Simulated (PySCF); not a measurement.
Excitations are Tamm–Dancoff values on a coarser integration grid. The basis has no diffuse functions, so Rydberg states are missing or too high.

Cartesian coordinates (Å):
```xyz
7

O     -1.5024    -0.5543    -0.2298
Ge    -0.0379     0.4853    -0.1171
O      1.4557    -0.4327    -0.5258
H     -1.5962    -1.1284     0.5482
H     -0.2006     1.5141    -1.2443
H      0.0888     1.0422     1.3288
H      1.7927    -0.9262     0.2400
```
Charge 0, multiplicity 1.

**Question.** Estimate the dipole moment, S1–T1 gap (TDA), HOMO–LUMO gap, HOMO, S1 excitation (TDA), LUMO, T1 excitation (TDA) and total energy that PySCF with PBE-D3(BJ)/def2-TZVP returns for this input.

**Answer.** 
| Item | Value |
|---|---|
| dipole moment | 2.56 D |
| S1–T1 gap (TDA) | 0.55 eV |
| HOMO–LUMO gap | 6.29 eV |
| HOMO | -7.05 eV |
| S1 excitation (TDA) | 6.58 eV |
| LUMO | -0.76 eV |
| T1 excitation (TDA) | 6.03 eV |
| total energy | -2229.4910 Ha |
